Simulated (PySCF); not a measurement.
A calculated (UHF, PySCF 2.14, 6-31G*, no relativity, point nucleus) atom or ion has these occupied shells.

```json
{"shell": "1s α", "electrons": "1", "orbital energy (eV)": "-4070.9", "rms radius, mean of both spins (bohr)": "0.0896"}
{"shell": "1s β", "electrons": "1", "orbital energy (eV)": "-4070.8", "rms radius, mean of both spins (bohr)": "0.0896"}
{"shell": "2s α", "electrons": "1", "orbital energy (eV)": "-464.64", "rms radius, mean of both spins (bohr)": "0.395"}
{"shell": "2s β", "electrons": "1", "orbital energy (eV)": "-464.53", "rms radius, mean of both spins (bohr)": "0.395"}
{"shell": "2p α", "electrons": "3", "orbital energy (eV)": "-377.74", "rms radius, mean of both spins (bohr)": "0.363"}
{"shell": "2p β", "electrons": "3", "orbital energy (eV)": "-377.70", "rms radius, mean of both spins (bohr)": "0.363"}
{"shell": "3s α", "electrons": "1", "orbital energy (eV)": "-67.876", "rms radius, mean of both spins (bohr)": "1.24"}
{"shell": "3s β", "electrons": "1", "orbital energy (eV)": "-67.602", "rms radius, mean of both spins (bohr)": "1.24"}
{"shell": "3p α", "electrons": "3", "orbital energy (eV)": "-43.209", "rms radius, mean of both spins (bohr)": "1.38"}
{"shell": "3p β", "electrons": "3", "orbital energy (eV)": "-43.094", "rms radius, mean of both spins (bohr)": "1.38"}
{"shell": "4s α", "electrons": "1", "orbital energy (eV)": "-11.325", "rms radius, mean of both spins (bohr)": "3.98"}
```

**Question.** Name the element and its charge.

**Answer.** Ca⁺ (calcium, charge +1), in [Ar] 4s1, 2S determinant.
